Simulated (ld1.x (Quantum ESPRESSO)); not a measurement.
## Scattering properties, TM potential for cerium (Ce)

* Element: cerium
* Generator: ld1.x (Quantum ESPRESSO) 7.5
* Type: norm-conserving Troullier–Martins (Kleinman–Bylander form)
* Functional: PBE
* Relativity: scalar-relativistic
* Frozen core: [Kr] 4d10 4f1
* Valence charge: 11
* Reference configuration: 5s2 5p6 5d0 6s0 6p0 (charge +3)
* Partial waves: 5s (bound): rc 2.00 bohr; 5p (bound): rc 1.55 bohr; 5d (bound, empty): rc 2.50 bohr
* Local potential: the d channel
* Core correction: Bessel-smoothed model core, default radius (core density twice the valence density)

The phase is arctan(r·u′/u) with u = r·R(r), unwrapped; energies in Ry, scanned from -7 to 5 Ry. A pole is an energy at which the radial function vanishes at the test radius. The pseudo phase is shifted by a multiple of π to meet the all-electron one at the reference energy, and phase errors are pseudo minus all-electron; the curves can meet again beyond the range given. Levels narrower than the energy grid can be missing from the lists of poles.

```tsv
channel	radius (bohr)	reference energy (Ry)	poles, all-electron	poles, pseudo	unbroken range about the reference energy with phases within 0.05 rad	phase error 1 Ry above the reference energy (rad)
s	2.71	-4.68	-4.48, 2.71	-4.48, 4.88	below -2.4	+0.013
p	2.71	-3.38	-2.97, 4.18	-2.97, 1.41	below -1.3	-0.007
d	2.71	-1.74	-0.63	-0.64	below 1.5	-0.002
```

Note: ghost state, extra bound levels that the all-electron valence spectrum of the same l lacks: s at -148.2 eV. A true bound ghost makes a file unfit for plane-wave use.

Phases in the p channel:

```csv
E (Ry),all-electron,pseudo
-7.00,1.390,1.389
-6.48,1.376,1.375
-5.96,1.357,1.357
-5.44,1.331,1.330
-4.92,1.289,1.288
-4.40,1.201,1.198
-3.88,0.833,0.826
-3.36,-1.276,-1.276
-2.84,-1.611,-1.614
-2.32,-1.712,-1.720
-1.80,-1.785,-1.804
-1.28,-1.866,-1.917
-0.76,-1.991,-2.166
-0.24,-2.249,-3.172
0.28,-2.958,-4.297
0.80,-3.937,-4.575
1.32,-4.331,-4.697
1.84,-4.490,-4.784
2.36,-4.575,-4.875
2.88,-4.629,-5.019
3.40,-4.668,-5.401
3.92,-4.699,-6.714
4.44,-4.725,-7.417
4.96,-4.750,-7.610
```
